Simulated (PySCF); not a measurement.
# Spin-orbit coupling and the fourth ionisation energy along group 14

Two-component X2C-1e calculated with PySCF 2.14: MP2 on generalised Hartree-Fock spinors (GMP2), with spin-orbit coupling off and on (screened by Boettger's factors); no Breit or QED terms. Values in eV; the references (NIST) lie between the lowest levels. Elements whose determinants are no pure J levels are left out.

```csv
element,configurations,spin-free,with spin-orbit,shift,reference
"C (x2c-QZVPPall-2c, 1s2 frozen)",[He] 2s1 → 1s2,64.380,64.380,0.000,64.494
"Si (x2c-QZVPPall-2c, [Ne] frozen)",[Ne] 3s1 → [Ne],44.734,44.734,0.000,45.142
"Ge (x2c-QZVPPall-2c, [Ne] frozen)",[Ar] 3d10 4s1 → [Ar] 3d10,45.665,45.666,0.000,45.715
"Sn (x2c-QZVPPall-2c, [Ar] 3d10 frozen)",[Kr] 4d10 5s1 → [Kr] 4d10,40.776,40.777,0.002,40.74 ± 0.04
"Pb (x2c-TZVPPall-2c, [Kr] 4d10 4f14 frozen)",[Xe] 4f14 5d10 6s1 → [Xe] 4f14 5d10,42.272,42.297,0.026,42.333
```

What remains against the references is mostly the basis and correlation beyond MP2.
